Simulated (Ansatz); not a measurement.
Dissociation curve of GaBe (anion, charge -1), lowest singlet found (which spin is the ground state isn't settled by this scan).

Levels: RKS-PBE = restricted PBE/aug-cc-pVDZ (Ansatz, a program for electronic structure); UKS-PBE = Ansatz with unrestricted PBE/aug-cc-pVDZ; FCI = full CI/aug-cc-pVDZ, cores with 3d frozen (Ansatz).

Energies relative to the lowest point of each curve between 1.90 and 2.47 Å, where full CI is lowest, in kcal/mol; the last columns give the error against full CI:

| R / Å | RKS-PBE | UKS-PBE | FCI | RKS-PBE − FCI | UKS-PBE − FCI |
|---|---|---|---|---|---|
| 1.58 | 82.0 | 77.4 | 91.8 | -9.8 | -14.4 |
| 1.72 | 43.8 | 40.4 | 50.7 | -6.9 | -10.3 |
| 1.82 | 26.3 | 23.7 | 31.5 | -5.1 | -7.8 |
| 1.90 | 16.6 | 14.5 | 20.5 | -3.9 | -6.0 |
| 1.97 | 10.5 | 8.8 | 13.5 | -3.0 | -4.7 |
| 2.09 | 3.9 | 2.8 | 5.6 | -1.8 | -2.8 |
| 2.15 | 2.0 | 1.2 | 3.2 | -1.2 | -2.0 |
| 2.20 | 0.9 | 0.4 | 1.8 | -0.9 | -1.4 |
| 2.25 | 0.3 | 0.0 | 0.9 | -0.6 | -0.9 |
| 2.35 | 0.0 | 0.1 | 0.0 | 0.0 | 0.1 |
| 2.47 | 0.8 | 1.3 | 0.3 | 0.5 | 1.0 |

RKS-PBE is furthest from FCI at 1.58 (-9.8 kcal/mol, below); its mean absolute error over the points is 3.1 kcal/mol.

UKS-PBE is furthest from FCI at 1.58 (-14.4 kcal/mol, below); its mean absolute error over the points is 4.7 kcal/mol.

The scan ran from 1.58 to 7.35 Å; beyond the distances shown full CI changes its symmetry label. The restricted form behind RKS-PBE keeps the bonding electrons paired and can't separate into open-shell fragments. Where the anion isn't bound against loss of the electron, the finite basis alone holds it. The unrestricted determinant behind UKS-PBE is spin-contaminated at 1.58 to 2.47 Å (<S²> up to 1.0, against 0.00 for a pure singlet).
